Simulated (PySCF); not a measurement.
Excitation energy of Sn by level of theory

Sn [Kr] 4d10 5s2 5p2 (3P) → Sn [Kr] 4d10 5s1 5p2 6s1 (5P), as a difference of total energies. Computed with PySCF 2.14 in aug-cc-pVTZ-PP with ECP28MDF (6s5p4d2f, 55 functions), with a scalar-relativistic core potential. Correlated levels: valence: 4s2 4p6 4d10 frozen. The calculations carry no spin-orbit coupling.

```tsv
method	excitation energy (eV)
UHF	8.216
LDA	10.518
PBE	10.185
PBE0	9.917
r2SCAN	9.942
TPSS	10.089
r2SCANh	9.874
B2PLYP	9.935
revPBE	10.051
MP2 (valence)	9.051
SCS-MP2 (valence)	9.343
```

How much does correlation contribute at MP2 (valence)?

9.051 − (8.216) = 0.835 eV, measured against UHF.

The upper state lies above the first ionisation limit, but in LS coupling its spin forbids autoionisation to the ground ion; at this Z spin-orbit coupling breaks that rule. A Rydberg-like electron needs more diffuse functions than a valence basis has.

The promoted electron is Rydberg-like, and one or two diffuse shells describe it only roughly, which tends to raise the upper state.
